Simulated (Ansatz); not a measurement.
A structure relaxed at PBE0-D4/def2-SVPD in Ansatz, charge -1, doublet:

```xyz
6

Zr   -0.024    0.190   -0.303
Zr    1.154   -1.525    1.597
S    -2.232    1.153   -0.010
S    -1.270    1.725   -1.839
S     1.941    0.697    1.135
S     0.432   -2.239   -0.580
```

**Question.** Give its formula and point group.

**Answer.** the cluster Zr₂S₄⁻. Point group Cs (tolerance 0.1 Å).

**Question.** Summarise the bond lengths by kind (pairs closer than 1.2 times the sum of covalent radii, bridged metal pairs left out).

**Answer.** 6 × S–Zr 2.40 to 2.50 Å; 1 × S–S 2.14 Å.

In the def2 sets Zr takes a core potential; there is no spin–orbit coupling. The charge -1 doublet is spin-contaminated (final ⟨S²⟩ up to 1.10, 0.75 for a pure state). The relaxation made no stability test and no search for a lower SCF solution. No other spin state of charge -1 was run. Another isomer (doublet) lies 2.75 eV lower at PBE0-D4/def2-TZVPD; other spin states weren't run for this one.
